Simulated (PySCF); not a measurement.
PySCF input for B3H3O3, SMILES B1OBOBO1, PBE-D3(BJ)/def2-SVP. Geometry: PBE-D3(BJ)/def2-SVP.

```python
import numpy as np
from pyscf import gto, scf, dft, df
from pyscf.hessian import thermo

mol = gto.M(
    atom='''
    B    -1.38452103    0.00000000    0.00000000
    O    -0.69014985   -1.19537460    0.00000000
    B     0.69226052   -1.19903039    0.00000000
    O     1.38029969    0.00000000    0.00000000
    B     0.69226052    1.19903039    0.00000000
    O    -0.69014985    1.19537460    0.00000000
    H    -2.59427682    0.00000000    0.00000000
    H     1.29713841   -2.24670963    0.00000000
    H     1.29713841    2.24670963    0.00000000
    ''',
    basis='def2-SVP',
    charge=0,
    spin=0,
    max_memory=1600,
    verbose=3,
)
mf = dft.RKS(mol, xc='pbe').density_fit(auxbasis='def2-universal-jkfit')
mf.disp = 'd3bj'
mf.grids.level = 3
mf.conv_tol = 1e-11
mf.max_cycle = 100
mf.kernel()

# [left out here: the lines that compute and print the analytic Hessian (its translational invariance restored by hand, since the grid's response is missing), thermochemistry and intensities]
```

Log of the run:

```
converged SCF energy = -301.722542575396

WARN: DFTD3 does not support analytical Hessian, using finite difference


WARN: Mole.unit (angstrom) is changed to Bohr

Mode                                 0                   1                   2
Irrep
Freq [cm^-1]                      203.6830            203.7017            391.7055
Reduced mass [au]                   2.7771              2.7772              1.8551
Force const [Dyne/A]                0.0679              0.0679              0.1677
Char temp [K]                     293.0544            293.0814            563.5771
Normal mode                   x     y     z       x     y     z       x     y     z
       0   B                 0.00 -0.00  0.12   -0.00 -0.00  0.00   -0.00  0.00 -0.08
       1   O                 0.00 -0.00 -0.07   -0.00  0.00 -0.12   -0.00  0.00  0.08
       2   B                 0.00 -0.00 -0.06   -0.00  0.00  0.11   -0.00  0.00 -0.08
       3   O                -0.00 -0.00  0.14    0.00  0.00  0.00    0.00  0.00  0.08
       4   B                -0.00  0.00 -0.06    0.00  0.00 -0.11    0.00 -0.00 -0.08
       5   O                -0.00  0.00 -0.07    0.00 -0.00  0.12    0.00 -0.00  0.08
       6   H                 0.00 -0.00  0.45   -0.00  0.00  0.00   -0.00  0.00 -0.41
       7   H                 0.00 -0.00 -0.23   -0.00  0.00  0.39   -0.00  0.00 -0.41
       8   H                 0.00 -0.00 -0.23   -0.00  0.00 -0.39   -0.00  0.00 -0.41
Mode                                 3                   4                   5
Irrep
Freq [cm^-1]                      519.8764            519.8879            783.4254
Reduced mass [au]                   9.3678              9.3681             15.3522
Force const [Dyne/A]                1.4917              1.4918              5.5516
Char temp [K]                     747.9864            748.0030           1127.1747
Normal mode                   x     y     z       x     y     z       x     y     z
       0   B                 0.03 -0.03  0.00    0.13  0.01 -0.00    0.03  0.00  0.00
       1   O                -0.09 -0.12  0.00    0.04 -0.07  0.00   -0.07 -0.12 -0.00
       2   B                -0.07  0.07 -0.00    0.02 -0.09 -0.00   -0.01  0.02  0.00
       3   O                -0.04  0.07  0.00   -0.14 -0.02 -0.00    0.14 -0.00 -0.00
       4   B                 0.07  0.10  0.00   -0.01  0.05 -0.00   -0.01 -0.02  0.00
       5   O                 0.10 -0.07 -0.00   -0.01  0.12  0.00   -0.07  0.12 -0.00
       6   H                 0.03  0.09  0.00    0.13 -0.02 -0.00    0.03 -0.00 -0.00
       7   H                 0.01  0.11 -0.00    0.10 -0.05 -0.00   -0.01  0.02  0.00
       8   H                 0.04  0.12  0.00    0.09 -0.01 -0.00   -0.01 -0.02 -0.00
Mode                                 6                   7                   8
Irrep
Freq [cm^-1]                      880.9232            886.8282            886.8322
Reduced mass [au]                   1.9993              1.6529              1.6528
Force const [Dyne/A]                0.9141              0.7659              0.7659
Char temp [K]                    1267.4523           1275.9484           1275.9541
Normal mode                   x     y     z       x     y     z       x     y     z
       0   B                -0.00 -0.00  0.11    0.00 -0.00  0.16    0.00  0.00  0.00
       1   O                 0.00  0.00 -0.05    0.00  0.00 -0.02   -0.00 -0.00 -0.03
       2   B                -0.00  0.00  0.11   -0.00  0.00 -0.08    0.00  0.00  0.14
       3   O                -0.00 -0.00 -0.05   -0.00  0.00  0.03    0.00 -0.00  0.00
       4   B                 0.00 -0.00  0.11    0.00 -0.00 -0.08   -0.00 -0.00 -0.14
       5   O                 0.00 -0.00 -0.05    0.00 -0.00 -0.02   -0.00  0.00  0.03
       6   H                -0.00 -0.00 -0.39    0.00 -0.00 -0.61    0.00  0.00 -0.00
       7   H                -0.00  0.00 -0.39   -0.00 -0.00  0.31    0.00  0.00 -0.53
       8   H                 0.00 -0.00 -0.39   -0.00 -0.00  0.31    0.00 -0.00  0.53
Mode                                 9                  10                  11
Irrep
Freq [cm^-1]                      974.7559            974.7714            981.8672
Reduced mass [au]                   1.4539              1.4535              5.5266
Force const [Dyne/A]                0.8139              0.8137              3.1392
Char temp [K]                    1402.4567           1402.4791           1412.6883
Normal mode                   x     y     z       x     y     z       x     y     z
       0   B                -0.00 -0.09 -0.00   -0.10  0.00  0.00   -0.16 -0.00  0.00
       1   O                 0.03  0.03  0.00    0.00 -0.03 -0.00   -0.01 -0.02 -0.00
       2   B                -0.08  0.05  0.00    0.04  0.08 -0.00    0.08 -0.14  0.00
       3   O                -0.00 -0.02 -0.00   -0.04  0.00  0.00    0.02 -0.00  0.00
       4   B                 0.08  0.05 -0.00    0.04 -0.08 -0.00    0.08  0.14 -0.00
       5   O                -0.03  0.03  0.00    0.00  0.03 -0.00   -0.01  0.02 -0.00
       6   H                -0.00 -0.65  0.00   -0.11  0.01 -0.00   -0.18 -0.00 -0.00
       7   H                -0.32 -0.08 -0.00    0.47  0.33  0.00    0.09 -0.16  0.00
       8   H                 0.34 -0.09 -0.00    0.46 -0.33  0.00    0.09  0.16  0.00
Mode                                12                  13                  14
Irrep
Freq [cm^-1]                     1082.9748           1157.4106           1196.4674
Reduced mass [au]                   1.2771              5.4920              2.8798
Force const [Dyne/A]                0.8825              4.3347              2.4289
Char temp [K]                    1558.1597           1665.2561           1721.4502
Normal mode                   x     y     z       x     y     z       x     y     z
       0   B                -0.00  0.08  0.00    0.00 -0.11 -0.00    0.00 -0.07 -0.00
       1   O                -0.00  0.00 -0.00   -0.09  0.05  0.00    0.07  0.01  0.00
       2   B                -0.07 -0.04  0.00    0.10  0.06 -0.00   -0.08  0.07  0.00
       3   O                -0.00 -0.00 -0.00    0.00 -0.10  0.00    0.00 -0.12 -0.00
       4   B                 0.07 -0.04  0.00   -0.10  0.06  0.00    0.08  0.07 -0.00
       5   O                 0.00  0.00 -0.00    0.09  0.05  0.00   -0.07  0.01  0.00
       6   H                -0.00 -0.50 -0.00    0.00 -0.20  0.00    0.00  0.42  0.00
       7   H                 0.44  0.25 -0.00    0.17  0.10  0.00    0.13  0.21 -0.00
       8   H                -0.44  0.25  0.00   -0.17  0.10  0.00   -0.12  0.20 -0.00
Mode                                15                  16                  17
Irrep
Freq [cm^-1]                     1196.5053           1390.1825           1390.2646
Reduced mass [au]                   2.8815              7.3812              7.3796
Force const [Dyne/A]                2.4305              8.4046              8.4039
Char temp [K]                    1721.5047           2000.1631           2000.2812
Normal mode                   x     y     z       x     y     z       x     y     z
       0   B                 0.12  0.00 -0.00   -0.00 -0.19 -0.00   -0.05  0.01  0.00
       1   O                -0.08  0.07  0.00   -0.02  0.06  0.00    0.09 -0.03 -0.00
       2   B                -0.02 -0.09  0.00   -0.07 -0.09  0.00   -0.15 -0.05  0.00
       3   O                 0.05  0.00 -0.00    0.00  0.10 -0.00    0.05 -0.01 -0.00
       4   B                -0.03  0.08  0.00    0.05 -0.08 -0.00   -0.16  0.06  0.00
       5   O                -0.07 -0.07  0.00    0.03  0.07  0.00    0.09  0.02 -0.00
       6   H                 0.13 -0.01  0.00   -0.00  0.19  0.00   -0.05 -0.01 -0.00
       7   H                 0.35  0.12 -0.00    0.11  0.01 -0.00    0.12  0.10 -0.00
       8   H                 0.35 -0.13  0.00   -0.10  0.00 -0.00    0.13 -0.11  0.00
Mode                                18                  19                  20
Irrep
Freq [cm^-1]                     2616.3588           2616.3785           2630.8311
Reduced mass [au]                   1.1001              1.1001              1.1099
Force const [Dyne/A]                4.4368              4.4369              4.5260
Char temp [K]                    3764.3578           3764.3861           3785.1802
Normal mode                   x     y     z       x     y     z       x     y     z
       0   B                 0.00  0.00  0.00    0.08 -0.00 -0.00    0.06  0.00 -0.00
       1   O                -0.00 -0.00 -0.00   -0.00  0.00  0.00    0.00  0.00  0.00
       2   B                 0.03 -0.06  0.00    0.02 -0.03  0.00   -0.03  0.05  0.00
       3   O                 0.00  0.00 -0.00    0.00 -0.00 -0.00   -0.00  0.00 -0.00
       4   B                -0.03 -0.06  0.00    0.02  0.03 -0.00   -0.03 -0.05  0.00
       5   O                 0.00 -0.00 -0.00   -0.00 -0.00  0.00    0.00 -0.00  0.00
       6   H                -0.00 -0.00  0.00   -0.77  0.00  0.00   -0.55 -0.00  0.00
       7   H                -0.34  0.58 -0.00   -0.19  0.34 -0.00    0.27 -0.47 -0.00
       8   H                 0.34  0.58 -0.00   -0.19 -0.34 -0.00    0.27  0.47 -0.00
temperature 298.1500 [K]
pressure 101325.00 [Pa]
Rotational constants [GHz] 5.81020 5.81020 2.90510
Symmetry number 6
Zero-point energy (ZPE) 0.05350 [Eh]   140475.272 [J/mol]
                           tot       elec      trans        rot        vib
Entropy [J/mol/K]       288.026      0.000    163.924     92.201     31.901
Cv [J/mol/K]             75.926      0.000     12.472     12.472     50.982
Cp [J/mol/K]             84.240      0.000     20.786     12.472     50.982
Internal energy [J/mol]                      3718.434   3718.434 146563.085
Internal energy [Eh]   -301.66389  -301.72254
Enthalpy [J/mol]                             6197.391   3718.434 146563.085
Enthalpy [Eh]          -301.66294
Gibbs free energy [J/mol]                  -42676.495 -23771.251 137051.654
Gibbs free energy [Eh] -301.69565
mode   freq/cm-1   IR/(km/mol)
   1      203.68         0.000
   2      203.70         0.000
   3      391.71         0.199
   4      519.88        12.904
   5      519.89        12.910
   6      783.43         0.000
   7      880.92       119.286
   8      886.83         0.000
   9      886.83         0.000
  10      974.76         2.807
  11      974.77         2.814
  12      981.87         0.000
  13     1082.97         0.000
  14     1157.41         0.000
  15     1196.47        33.195
  16     1196.51        33.320
  17     1390.18       700.360
  18     1390.26       700.057
  19     2616.36       224.073
  20     2616.38       224.152
  21     2630.83         0.000
max |gradient| / (hartree/bohr): 0.0001552288767715919
APT charges: [ 1.0854 -0.9112  1.0853 -0.9112  1.0852 -0.9112 -0.1741 -0.1741 -0.1741]
```

The run converged.

Cost: about 60 core-seconds (a rough figure).
